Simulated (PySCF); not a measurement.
**In³⁷⁺ (indium, charge +37): Hartree-Fock from Schrödinger to Dirac-Coulomb-Breit**

Occupied: 1s1/2, 2s1/2, 2p1/2, 2p3/2, 3s1/2. Hartree-Fock calculated with PySCF 2.14 in an uncontracted even-tempered set (20 s from 3.2 bohr⁻², ratio 2.3; 15 p from 3.9 bohr⁻², ratio 2.3), Gaussian nucleus throughout. NR is non-relativistic, sf-X2C the spin-free one-electron X2C Hamiltonian, X2C adds the bare one-electron spin-orbit term, X2C-SNSO screens it by Boettger's factors, DC is four-component Dirac-Coulomb, and the Gaunt and Breit terms are added at first order (total energies over the DC spinors, levels after relaxing the spinors in that mean field). QED terms are absent. Levels marked empty are virtual spinors of this ion; the basis has s and p functions only, so 3d, which can lie below the n = 4 levels, is absent.

| level (eV) | NR | sf-X2C | X2C | X2C-SNSO |
| --- | --- | --- | --- | --- |
| 1s1/2 | -29386.0 | -30340.9 | -30339.1 | -30339.2 |
| 2s1/2 | -6164.3 | -6421.0 | -6420.6 | -6420.6 |
| 2p1/2 | -5909.6 | -5991.3 | -6149.8 | -6142.8 |
| 2p3/2 | -5909.6 | -5991.3 | -5919.5 | -5922.4 |
| 3s1/2 | -2472.9 | -2549.7 | -2549.7 | -2549.7 |
| 3p1/2 (empty) | -2328.5 | -2359.5 | -2398.1 | -2396.4 |
| 3p3/2 (empty) | -2328.5 | -2359.5 | -2341.9 | -2342.6 |
| 4s1/2 (empty) | -1294.9 | -1326.1 | -1326.0 | -1326.0 |

Problem. Where do the four-component calculations put these levels?

Solution. 1s1/2: DC -30362.8, DC+Gaunt -30300.4, DC+Breit -30304.5; 2s1/2: DC -6423.4, DC+Gaunt -6417.3, DC+Breit -6417.7; 2p1/2: DC -6144.0, DC+Gaunt -6133.2, DC+Breit -6134.4; 2p3/2: DC -5924.4, DC+Gaunt -5916.8, DC+Breit -5917.9; 3s1/2: DC -2550.3, DC+Gaunt -2548.7, DC+Breit -2548.9; 3p1/2 (empty): DC -2396.7, DC+Gaunt -2394.1, DC+Breit -2394.4; 3p3/2 (empty): DC -2343.0, DC+Gaunt -2341.2, DC+Breit -2341.6; 4s1/2 (empty): DC -1326.3, DC+Gaunt -1325.7, DC+Breit -1325.8 (eV).

```json
{"Hamiltonian": "NR", "E (hartree)": "-4572.3394", "E − E(DC) (hartree)": "133.2109", "CPU seconds": "0.5"}
{"Hamiltonian": "sf-X2C", "E (hartree)": "-4703.1619", "E − E(DC) (hartree)": "2.3884", "CPU seconds": "0.29"}
{"Hamiltonian": "X2C", "E (hartree)": "-4704.3338", "E − E(DC) (hartree)": "1.2165", "CPU seconds": "0.37"}
{"Hamiltonian": "X2C-SNSO", "E (hartree)": "-4704.2372", "E − E(DC) (hartree)": "1.3131", "CPU seconds": "0.38"}
{"Hamiltonian": "DC", "E (hartree)": "-4705.5503", "E − E(DC) (hartree)": "0.0000", "CPU seconds": "16"}
{"Hamiltonian": "DC+Gaunt", "E (hartree)": "-4701.7094", "E − E(DC) (hartree)": "3.8409", "CPU seconds": "27"}
{"Hamiltonian": "DC+Breit", "E (hartree)": "-4702.0484", "E − E(DC) (hartree)": "3.5020", "CPU seconds": "80"}
```

Weight of the small component: 1s1/2 0.0324, 2s1/2 0.00711, 2p1/2 0.00702, 2p3/2 0.00674, 3s1/2 0.00265, 3p1/2 0.00257, 3p3/2 0.00250, 4s1/2 0.00133.

Koopmans' value for the highest occupied level at DC+Breit: 2548.9 eV, against an ionisation energy of 2555 ± 3 eV (semi-empirical (NIST evaluation); NIST Atomic Spectra Database, ionization energies); the former lacks relaxation, correlation, QED and recoil.

The whole ladder took 130 s of wall time on 1 thread of Neoverse-V1 (shared host), launched as `OMP_NUM_THREADS=1 python relrun2.py TASK.json OUT` (a driver that calls PySCF for each Hamiltonian).

Dirac-Coulomb iterations, started from the X2C spinors:

```
with_ssss True, with_gaunt False, with_breit False
light speed = 137.03599967994
init E= -4692.63224772348
cycle= 1 E= -4705.54998309151  delta_E= -12.9  |g|= 0.96  |ddm|= 0.0818
cycle= 2 E= -4705.55030097041  delta_E= -0.000318  |g|= 0.0138  |ddm|= 0.00711
cycle= 3 E= -4705.5503015256  delta_E= -5.55e-07  |g|= 0.000597  |ddm|= 0.000442
cycle= 4 E= -4705.55030152669  delta_E= -1.1e-09  |g|= 2.51e-06  |ddm|= 1.57e-05
```
